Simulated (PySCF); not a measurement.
Predicted microwave data (PBE0-D3(BJ)/def2-SVP geometry optimisation, gas phase in PySCF 2.14.0) for one isomer of C2H10OSi2:

* Rotational constants: A = 5638, B = 1570, C = 1309 MHz
* Dipole components: |μa| = 0.23 D, |μb| = 1.04 D, |μc| = 0.71 D
* Inertial defect: -25.37 u·Å²
* κ: -0.88

**Question.** Which structure is it? (One computed conformer of each.)
A. `[CH3:1][C@H:2]([SiH3:3])[O:4][SiH3:5]` with C1–C2–O4–Si5 -75°
B. `[CH3:1][SiH:2]([CH3:3])[SiH2:4][OH:5]` with C1–Si2–Si4–O5 60°, Si2–Si4–O5–H 180°
C. `[OH:1][SiH2:2][CH2:3][CH2:4][SiH3:5]` with H–O1–Si2–C3 175°, O1–Si2–C3–C4 -58°, Si2–C3–C4–Si5 177°

**Answer.** A. It is C[C@H]([SiH3])O[SiH3], an asymmetric top, point group C1. The candidates at the same level (rigid rotor, commonest isotopes):

```
               SMILES  A (MHz)  B (MHz)  C (MHz)  μa (D)  μb (D)  μc (D)  Δ (u·Å²)  point group                        rotor
C[C@H]([SiH3])O[SiH3]     5638     1570     1309    0.23    1.04    0.71    -25.37           C1               asymmetric top
     C[SiH](C)[SiH2]O     3789     1825     1632    0.53    0.00    0.43   -100.50           Cs               asymmetric top
      O[SiH2]CC[SiH3]     8246     1111     1040    1.48    0.01    0.50    -30.09           C1  near-prolate asymmetric top
```

`C[SiH](C)[SiH2]O` has A 33 % too low; `O[SiH2]CC[SiH3]` has A 46 % too high. No structure here is proved a minimum.
